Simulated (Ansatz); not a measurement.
**Nudged elastic band run: ClF4HTi**

input.yaml

```yaml
crystal:
  periodic: [false, false, false]
  atoms:
    - { symbol: Ti, position_ang: [-0.007381, 0.0, 0.071182] }
    - { symbol: Cl, position_ang: [0.243584, 0.0, 2.303613] }
    - { symbol: F, position_ang: [1.634963, 0.0, -0.426778] }
    - { symbol: F, position_ang: [-0.602245, 1.447426, -0.646838] }
    - { symbol: F, position_ang: [-0.602245, -1.447426, -0.646838] }
    - { symbol: F, position_ang: [-2.213818, 0.0, 0.925117] }
    - { symbol: H, position_ang: [-1.96456, 0.0, 1.828343] }
basis:
  gaussian: { orbitals: def2-SVP }
hamiltonian:
  xc: pbe0
  dispersion: d4
neb:
  order_check: false
  images: 8
  f_tol: 0.05
  max_iterations: 60
  climbing: false
  final_atoms:
    - { symbol: Ti, position_ang: [-0.41980171, 0.00048915, -0.5546612] }
    - { symbol: Cl, position_ang: [-0.19136105, -0.00177394, 3.50995999] }
    - { symbol: F, position_ang: [1.15239781, 0.00109364, 0.13981532] }
    - { symbol: F, position_ang: [-0.60819296, 1.40402482, -1.53474508] }
    - { symbol: F, position_ang: [-0.60796746, -1.40476119, -1.53237294] }
    - { symbol: F, position_ang: [-1.64635695, 0.00120373, 0.68369151] }
    - { symbol: H, position_ang: [-1.19041969, -0.00027621, 2.6961134] }
  initial_path:
    images:
      - { positions_ang: [[-0.007381, 0.0, 0.071182], [0.243584, 0.0, 2.303613], [1.634963, 0.0, -0.426778], [-0.602245, 1.447426, -0.646838], [-0.602245, -1.447426, -0.646838], [-2.213818, 0.0, 0.925117], [-1.96456, 0.0, 1.828343]] }
      - { positions_ang: [[-0.00300958, 0.0, 0.05825136], [0.17672148, 0.0, 2.39883318], [1.66119706, 0.0, -0.45461769], [-0.65368762, 1.45762022, -0.64048667], [-0.65368762, -1.45762022, -0.64048667], [-2.17197623, 0.0, 0.86012698], [-1.8672595, 0.0, 1.82618052]] }
      - { positions_ang: [[0.00136184, 0.0, 0.04532072], [0.10985897, 0.0, 2.49405336], [1.68743112, 0.0, -0.48245738], [-0.70513023, 1.46781444, -0.63413535], [-0.70513023, -1.46781444, -0.63413535], [-2.13013446, 0.0, 0.79513696], [-1.769959, 0.0, 1.82401803]] }
      - { positions_ang: [[0.00573326, 0.0, 0.03239007], [0.04299645, 0.0, 2.58927354], [1.71366517, 0.0, -0.51029707], [-0.75657285, 1.47800867, -0.62778402], [-0.75657285, -1.47800867, -0.62778402], [-2.08829268, 0.0, 0.73014694], [-1.67265851, 0.0, 1.82185555]] }
      - { positions_ang: [[0.01010468, 0.0, 0.01945943], [-0.02386606, 0.0, 2.68449372], [1.73989923, 0.0, -0.53813676], [-0.80801547, 1.48820289, -0.62143269], [-0.80801547, -1.48820289, -0.62143269], [-2.04645091, 0.0, 0.66515692], [-1.57535801, 0.0, 1.81969307]] }
      - { positions_ang: [[-0.03571984, 5.435e-05, -0.0500787], [-0.07219329, -0.0001971, 2.81853227], [1.68628088, 0.00012152, -0.47518194], [-0.80867635, 1.48338054, -0.72008904], [-0.80865129, -1.48346235, -0.71982546], [-1.98339968, 0.00013375, 0.63833187], [-1.48934242, -3.069e-05, 1.916112]] }
      - { positions_ang: [[-0.13174031, 0.00016305, -0.17622433], [-0.10198523, -0.00059131, 2.9913892], [1.55281011, 0.00036455, -0.32143263], [-0.7585555, 1.46354161, -0.92375305], [-0.75848034, -1.46378706, -0.92296233], [-1.899139, 0.00040124, 0.64967178], [-1.41461174, -9.207e-05, 2.11111235]] }
      - { positions_ang: [[-0.22776078, 0.00027175, -0.30236995], [-0.13177717, -0.00098552, 3.16424613], [1.41933935, 0.00060758, -0.16768331], [-0.70843465, 1.44370268, -1.12741706], [-0.70830938, -1.44411177, -1.1260992], [-1.81487832, 0.00066874, 0.66101169], [-1.33988106, -0.00015345, 2.3061127]] }
      - { positions_ang: [[-0.32378124, 0.00038045, -0.42851557], [-0.16156911, -0.00137973, 3.33710306], [1.28586858, 0.00085061, -0.01393399], [-0.65831381, 1.42386375, -1.33108107], [-0.65813842, -1.42443648, -1.32923607], [-1.73061763, 0.00093624, 0.6723516], [-1.26515037, -0.00021483, 2.50111305]] }
      - { positions_ang: [[-0.41980171, 0.00048915, -0.5546612], [-0.19136105, -0.00177394, 3.50995999], [1.15239781, 0.00109364, 0.13981532], [-0.60819296, 1.40402482, -1.53474508], [-0.60796746, -1.40476119, -1.53237294], [-1.64635695, 0.00120373, 0.68369151], [-1.19041969, -0.00027621, 2.6961134]] }
```

Run as:

```bash
$ ansatz run input.yaml --threads 4 --pin off --max-ram 5120MiB --backend cpu --events-out ev --progress --plain --runs-dir out
```

Output, in part (warnings, iteration lines, the closing report on the highest movable image, with atoms numbered from 0):

```
NEB end point (image 0): max|allowed force component| = 1.766e-2 eV/Å (the criterion of neb.relax_end_points is 1.000e-2)
NEB end point (image 9): max|allowed force component| = 1.021e-2 eV/Å (the criterion of neb.relax_end_points is 1.000e-2)
NEB iter   1: max|band force component| = 5.346e0 eV/Å  barrier→ = 2.3586 eV  barrier← = 2.3937 eV  Δτ_max = 0.2000 Å  (325 SCF iters)
NEB iter   2: max|band force component| = 2.201e0 eV/Å  barrier→ = 0.8841 eV  barrier← = 0.9193 eV  Δτ_max = 0.2000 Å  (312 SCF iters)
NEB iter   3: max|band force component| = 1.262e0 eV/Å  barrier→ = 0.6032 eV  barrier← = 0.6384 eV  Δτ_max = 0.2000 Å  (302 SCF iters)
NEB iter   4: max|band force component| = 8.568e-1 eV/Å  barrier→ = 0.5685 eV  barrier← = 0.6036 eV  Δτ_max = 0.0943 Å  (293 SCF iters)
NEB iter   5: max|band force component| = 7.918e-1 eV/Å  barrier→ = 0.6151 eV  barrier← = 0.6502 eV  Δτ_max = 0.0738 Å  (274 SCF iters)
NEB iter   6: max|band force component| = 5.217e-1 eV/Å  barrier→ = 0.5230 eV  barrier← = 0.5581 eV  Δτ_max = 0.0825 Å  (274 SCF iters)
NEB iter   7: max|band force component| = 4.109e-1 eV/Å  barrier→ = 0.4684 eV  barrier← = 0.5035 eV  Δτ_max = 0.0525 Å  (264 SCF iters)
NEB iter   8: max|band force component| = 1.239e-1 eV/Å  barrier→ = 0.4410 eV  barrier← = 0.4762 eV  Δτ_max = 0.0335 Å  (256 SCF iters)
NEB iter   9: max|band force component| = 1.249e-1 eV/Å  barrier→ = 0.4317 eV  barrier← = 0.4669 eV  Δτ_max = 0.0140 Å  (264 SCF iters)
NEB iter  10: max|band force component| = 1.235e-1 eV/Å  barrier→ = 0.4322 eV  barrier← = 0.4674 eV  Δτ_max = 0.0066 Å  (220 SCF iters)
NEB iter  11: max|band force component| = 4.599e-3 eV/Å  barrier→ = 0.4318 eV  barrier← = 0.4669 eV  Δτ_max = 0.0000 Å  (455 SCF iters)
Total energy: -46493.84789048 eV, -1708.6173953131 hartree
Atom 0 at    -0.271258     0.000703    -0.018644 Å, force     0.151396    -0.002037     0.122658 eV/Å
Atom 1 at     0.040264    -0.006780     2.486621 Å, force     0.089157    -0.000131    -0.164670 eV/Å
Atom 2 at     1.443139     0.004081    -0.067188 Å, force     0.115127     0.000250    -0.103803 eV/Å
Atom 3 at    -0.645599     1.389433    -0.953870 Å, force    -0.010860    -0.030298     0.126862 eV/Å
Atom 4 at    -0.643237    -1.392709    -0.947472 Å, force    -0.009529     0.029904     0.124872 eV/Å
Atom 5 at    -2.010713     0.005260     0.969445 Å, force    -0.076935     0.000335     0.245414 eV/Å
Atom 6 at    -1.424298     0.000012     1.938908 Å, force    -0.258357     0.001977    -0.351334 eV/Å
Dipole moment:    -0.141712     0.000788     0.114148 e Å
```

The forces met the threshold. No image climbed, so the highest image needn't sit at the top of the path. The orbitals stay closed-shell, which can raise the energy where a bond breaks towards radicals; this wasn't checked here.

Final band (atoms are numbered from 1 in the order of the input):

| image | path coordinate (Å) | energy (eV) | Ti1–Cl2 (Å) | F6–H7 (Å) | Cl2–H7 (Å) |
| --- | --- | --- | --- | --- | --- |
| 0 | 0.00 | 0.00 | 2.25 | 0.94 | 2.26 |
| 1 | 0.32 | 0.05 | 2.29 | 0.95 | 2.01 |
| 2 | 0.63 | 0.20 | 2.38 | 0.99 | 1.80 |
| 3 | 0.95 | 0.43 | 2.52 | 1.13 | 1.56 |
| 4 | 1.26 | 0.43 | 2.67 | 1.44 | 1.37 |
| 5 | 1.58 | 0.30 | 2.89 | 1.69 | 1.31 |
| 6 | 1.89 | 0.17 | 3.16 | 1.84 | 1.30 |
| 7 | 2.21 | 0.06 | 3.46 | 1.93 | 1.29 |
| 8 | 2.53 | -0.02 | 3.77 | 2.02 | 1.29 |
| 9 | 2.84 | -0.04 | 4.07 | 2.06 | 1.29 |

Time of the run: 3.4 min on 4 threads of Arm Neoverse V1, on a shared host, peak memory 0.32 GiB.
